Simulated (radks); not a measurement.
Coulomb parameter of the 5d shell of the tungsten ion W+ in the model configuration [Xe] 4f14 5d4 6s1, as a second difference U = [E(n + 0.5) + E(n - 0.5) - 2 E(n)] / (0.5)^2 with all orbitals relaxed. "Bare": the charge of the atom changes with n. "Screened": the 6s shell takes up the change at fixed total charge, which measures U(5d,5d) + U(6s,6s) - 2 U(5d,6s). Calculated with a radial shooting solver on a logarithmic mesh with Libxc functionals: Dirac Kohn-Sham, PBE, spin-unpolarised, spherical densities, finite nucleus; open shells are shared between the two j in proportion to 2j + 1; Fermi nuclear charge, rms radius 5.3658 fm.

case                   configuration  E - E(n) (eV)
start              [Xe] 4f14 5d4 6s1          0.000
bare +0.5        [Xe] 4f14 5d4.5 6s1         -4.730
bare -0.5        [Xe] 4f14 5d3.5 6s1          7.077
screened +0.5  [Xe] 4f14 5d4.5 6s0.5          0.314
screened -0.5  [Xe] 4f14 5d3.5 6s1.5         -0.126

U(bare) = 9.387 eV, U(screened by 6s) = 0.753 eV.
